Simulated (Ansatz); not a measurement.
Pulling the pair apart

The pair of Ag⁺ (SMILES [Ag+], atom 1) and F2 (SMILES FF, atoms 2–3), both closed shells, in one local arrangement (a lower one may exist), relaxed at PBE0-D4/def2-TZVP:

```xyz
3
angstrom
Ag -0.0017 0.0094 -1.8993
F 0.1068 -0.5687 1.3320
F -0.1051 0.5593 0.5673
```

F2 is shifted rigidly along the line between the mean atom positions of the two fragments (negative: closer). Counterpoise interaction energies in kcal/mol. Ansatz 0.2.0; basis: def2-TZVPPD; cores frozen in the correlated methods. Filled d shells of the heavier atoms are correlated. Core potentials replace the inner electrons of the atoms past krypton.

```csv
shift (Å),wB97M-V,HF,MP2
-0.25,-3.71,1.63,-2.32
-0.13,-4.72,-0.41,-3.47
0.00,-4.89,-1.42,-3.81
0.13,-4.62,-1.85,-3.71
0.30,-3.95,-1.95,-3.28
0.63,-2.67,-1.59,-2.30
1.26,-1.21,-0.86,-1.09
2.53,-0.34,-0.28,-0.32
```

What does CCSD(T) give at these shifts? (Judge from chemistry; the value comes from the calculation.)

By the calculation: -2.11, -3.36, -3.75, -3.69, -3.28, -2.31, -1.09, -0.32 kcal/mol. For zero shift, CCSD(T) at an estimated basis limit (MP2 extrapolated from triple and quadruple zeta, plus CCSD(T) − MP2 in triple zeta) gives -4.76 kcal/mol. These are counterpoise interaction energies, counted from the two frozen fragments.

The T1 diagnostic stays at or below 0.011. The restricted Hartree–Fock reference is unstable towards an unrestricted one here.

For scale, one of the runs: CCSD(T)/def2-TZVPPD, 136 basis functions, launched by `ansatz run in.yaml --threads 2 --pin off --events-out ev --progress --plain --max-ram 5222MiB`. Time: 12 s of wall clock on 2 CPU threads of an Arm Neoverse V2; the host was shared. Peak host memory: 0.7 GiB.
